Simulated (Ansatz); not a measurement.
Steps of a relaxation of C2H4AlFS with RKS PBE-D4/def2-SVP.

```sh
$ ansatz run in.yaml --threads 4 --pin off --events-out ev --progress --plain --max-ram 10444MiB
```

```yaml
crystal:
  periodic: [false, false, false]
  atoms:
    - {symbol: F, position_ang: [-0.112100, 0.025500, -1.728100]}
    - {symbol: C, position_ang: [0.154300, 0.416800, -0.440400]}
    - {symbol: Al, position_ang: [0.897600, -1.181300, 0.463500]}
    - {symbol: C, position_ang: [-0.990900, 0.939100, 0.266500]}
    - {symbol: S, position_ang: [-1.701200, 2.136100, -0.172300]}
    - {symbol: H, position_ang: [0.945400, 1.219400, -0.454100]}
    - {symbol: H, position_ang: [2.406500, -1.667500, 0.021100]}
    - {symbol: H, position_ang: [-0.035000, -2.342400, 0.867000]}
    - {symbol: H, position_ang: [-1.476000, 0.408000, 1.159600]}
basis:
  gaussian: {orbitals: def2-SVP}
hamiltonian: {xc: pbe, dispersion: d4}
relax: {f_tol: 0.03, max_steps: 200}
```

Positions (Å) and forces (eV/Å) along the path, 14 of 18 steps:

```xyz
9
step=1 energy=-22262.1337 eV
F    -0.112    0.025   -1.728   -0.381   -0.311   -1.040
C     0.154    0.417   -0.440    2.900   -0.539    1.161
Al    0.898   -1.181    0.464    1.240   -0.785   -1.238
C    -0.991    0.939    0.267    2.109   -7.180    4.128
S    -1.701    2.136   -0.172   -5.619    9.372   -3.361
H     0.945    1.219   -0.454   -0.323   -0.096   -0.215
H     2.406   -1.667    0.021   -0.239    0.326    0.404
H    -0.035   -2.342    0.867   -0.643   -0.462    0.579
H    -1.476    0.408    1.160    0.956   -0.327   -0.419
9
step=2 energy=-22263.2236 eV
F    -0.115    0.044   -1.722   -0.264   -0.260   -1.000
C     0.176    0.412   -0.413    1.198   -0.231    0.941
Al    0.931   -1.309    0.317    0.239   -0.162   -0.214
C    -1.031    0.963    0.264    0.982   -3.028    2.049
S    -1.784    2.228   -0.196   -2.260    3.683   -1.466
H     0.939    1.231   -0.453   -0.087   -0.067   -0.019
H     2.496   -1.654    0.072   -0.253    0.066    0.068
H    -0.084   -2.381    0.942    0.014    0.030    0.016
H    -1.440    0.420    1.171    0.431   -0.031   -0.377
9
step=3 energy=-22263.4651 eV
F    -0.111    0.052   -1.699   -0.004   -0.092   -0.237
C     0.212    0.421   -0.366    0.134    0.207    0.432
Al    0.945   -1.344    0.286   -0.190    0.062   -0.045
C    -1.019    1.007    0.305   -0.098   -0.761   -0.002
S    -1.902    2.230   -0.285   -0.126    0.332   -0.149
H     0.972    1.236   -0.428    0.046   -0.035   -0.015
H     2.483   -1.689    0.044    0.026   -0.006   -0.030
H    -0.084   -2.389    0.945    0.057    0.061   -0.061
H    -1.408    0.430    1.181    0.154    0.233    0.107
9
step=4 energy=-22263.5152 eV
F    -0.090    0.093   -1.677    0.261   -0.126   -0.114
C     0.239    0.442   -0.328   -0.422   -0.012    0.088
Al    0.930   -1.352    0.266   -0.115    0.034   -0.062
C    -1.030    0.986    0.310    0.097    0.157   -0.021
S    -1.986    2.112   -0.396    0.092   -0.270    0.134
H     1.019    1.238   -0.386   -0.090    0.028    0.122
H     2.462   -1.712    0.008    0.022   -0.014   -0.030
H    -0.119   -2.383    0.899    0.023    0.010   -0.038
H    -1.336    0.529    1.286    0.133    0.192   -0.077
9
step=5 energy=-22263.5763 eV
F    -0.029    0.117   -1.670    0.319   -0.048    0.156
C     0.247    0.455   -0.297   -0.674   -0.059   -0.109
Al    0.906   -1.362    0.242   -0.037    0.002   -0.088
C    -1.029    0.991    0.322   -0.176    0.510   -0.168
S    -2.086    1.974   -0.496    0.494   -0.754    0.580
H     1.039    1.240   -0.320   -0.049    0.046    0.168
H     2.434   -1.734   -0.031   -0.009    0.008   -0.029
H    -0.151   -2.392    0.847   -0.027   -0.031   -0.019
H    -1.242    0.666    1.386    0.159    0.325   -0.492
9
step=6 energy=-22263.6867 eV
F     0.046    0.135   -1.665    0.202    0.016    0.276
C     0.241    0.460   -0.277   -0.527    0.080   -0.108
Al    0.876   -1.376    0.218    0.015   -0.026   -0.079
C    -1.024    1.003    0.326   -0.298    0.545   -0.573
S    -2.180    1.826   -0.547    0.653   -0.774    0.724
H     1.044    1.238   -0.240   -0.039   -0.053    0.169
H     2.405   -1.743   -0.066   -0.035    0.024   -0.028
H    -0.181   -2.413    0.802   -0.054   -0.047   -0.022
H    -1.140    0.825    1.432    0.083    0.236   -0.359
9
step=7 energy=-22263.7995 eV
F     0.105    0.159   -1.648    0.111   -0.013    0.132
C     0.238    0.471   -0.259   -0.172    0.264    0.000
Al    0.842   -1.387    0.195    0.000   -0.035   -0.029
C    -0.998    1.047    0.320   -0.724   -0.007   -0.472
S    -2.266    1.652   -0.570    0.707   -0.461    0.674
H     1.065    1.218   -0.165    0.060   -0.071    0.116
H     2.374   -1.737   -0.096   -0.054    0.025   -0.030
H    -0.215   -2.434    0.763   -0.044   -0.027   -0.049
H    -1.054    0.966    1.443    0.117    0.325   -0.343
9
step=9 energy=-22263.9806 eV
F     0.209    0.111   -1.570    0.049   -0.156   -0.039
C     0.270    0.514   -0.197   -0.199    0.469    0.382
Al    0.789   -1.385    0.149   -0.030   -0.099   -0.089
C    -0.983    1.069    0.325   -0.515   -0.089   -0.251
S    -2.387    1.279   -0.541    0.728   -0.161    0.604
H     1.110    1.235   -0.071    0.058   -0.053   -0.011
H     2.319   -1.736   -0.126   -0.007    0.009   -0.009
H    -0.330   -2.431    0.584   -0.023    0.018   -0.065
H    -0.909    1.299    1.431   -0.061    0.063   -0.523
9
step=10 energy=-22264.0543 eV
F     0.251    0.055   -1.503    0.057   -0.274   -0.134
C     0.285    0.542   -0.145    0.102    0.231    0.430
Al    0.769   -1.388    0.117   -0.072   -0.040   -0.173
C    -0.980    1.057    0.335   -0.506    0.549    0.165
S    -2.413    1.109   -0.502    0.608   -0.141    0.520
H     1.130    1.260   -0.038   -0.032   -0.088   -0.039
H     2.301   -1.737   -0.145   -0.007    0.004    0.016
H    -0.387   -2.428    0.475    0.031    0.079   -0.064
H    -0.867    1.485    1.390   -0.180   -0.321   -0.721
9
step=12 energy=-22264.1671 eV
F     0.321   -0.030   -1.439   -0.109   -0.092    0.057
C     0.331    0.600   -0.083    0.147    0.254    0.253
Al    0.715   -1.373    0.037    0.035   -0.043   -0.094
C    -0.950    1.098    0.354   -0.345   -0.279   -0.277
S    -2.409    0.814   -0.368    0.241    0.137    0.202
H     1.188    1.303   -0.063   -0.013   -0.052    0.017
H     2.259   -1.735   -0.094   -0.003   -0.039   -0.002
H    -0.501   -2.366    0.310    0.046    0.095   -0.028
H    -0.866    1.641    1.329    0.003    0.018   -0.127
9
step=14 energy=-22264.1838 eV
F     0.321   -0.046   -1.406    0.042   -0.042    0.009
C     0.337    0.608   -0.042    0.055    0.001    0.022
Al    0.736   -1.374    0.015   -0.022   -0.009   -0.038
C    -0.962    1.090    0.354    0.257   -0.006    0.046
S    -2.404    0.765   -0.342   -0.283   -0.028   -0.115
H     1.188    1.316   -0.039   -0.040    0.008   -0.015
H     2.268   -1.787   -0.123   -0.011    0.020    0.001
H    -0.509   -2.321    0.286    0.009   -0.001    0.005
H    -0.885    1.703    1.280   -0.007    0.058    0.085
9
step=15 energy=-22264.1835 eV rejected
F     0.321   -0.059   -1.404    0.009   -0.028   -0.071
C     0.342    0.607   -0.047   -0.064   -0.004    0.055
Al    0.735   -1.377    0.018    0.032    0.030   -0.007
C    -0.959    1.082    0.355    0.142    0.025   -0.013
S    -2.406    0.813   -0.364   -0.140   -0.050   -0.055
H     1.174    1.338   -0.067    0.017   -0.041    0.032
H     2.270   -1.779   -0.115   -0.008   -0.002   -0.005
H    -0.504   -2.328    0.301    0.004    0.008   -0.001
H    -0.883    1.657    1.306    0.008    0.061    0.065
9
step=16 energy=-22264.1852 eV
F     0.342   -0.053   -1.407   -0.048   -0.032   -0.012
C     0.337    0.605   -0.041   -0.007   -0.009    0.006
Al    0.734   -1.379    0.011    0.001   -0.006   -0.012
C    -0.962    1.088    0.349   -0.020    0.008   -0.001
S    -2.424    0.779   -0.332    0.027   -0.014   -0.031
H     1.179    1.320   -0.037    0.039    0.024    0.005
H     2.268   -1.781   -0.120    0.007    0.003    0.006
H    -0.507   -2.330    0.285    0.004    0.004   -0.004
H    -0.877    1.704    1.275   -0.003    0.020    0.045
9
step=18 energy=-22264.1864 eV
F     0.325   -0.061   -1.402   -0.005   -0.004    0.000
C     0.336    0.603   -0.035   -0.010   -0.008   -0.012
Al    0.735   -1.381    0.010    0.008    0.001   -0.006
C    -0.962    1.093    0.353    0.009    0.007    0.012
S    -2.415    0.792   -0.350    0.002   -0.001   -0.005
H     1.185    1.313   -0.043   -0.005    0.012    0.009
H     2.272   -1.772   -0.126   -0.003   -0.003    0.004
H    -0.501   -2.334    0.290    0.001   -0.005    0.000
H    -0.885    1.701    1.286    0.003    0.001   -0.004
```

It took 21 s on 4 threads of an Arm Neoverse V1 on a shared host, with 0.15 GiB of host memory at the peak.
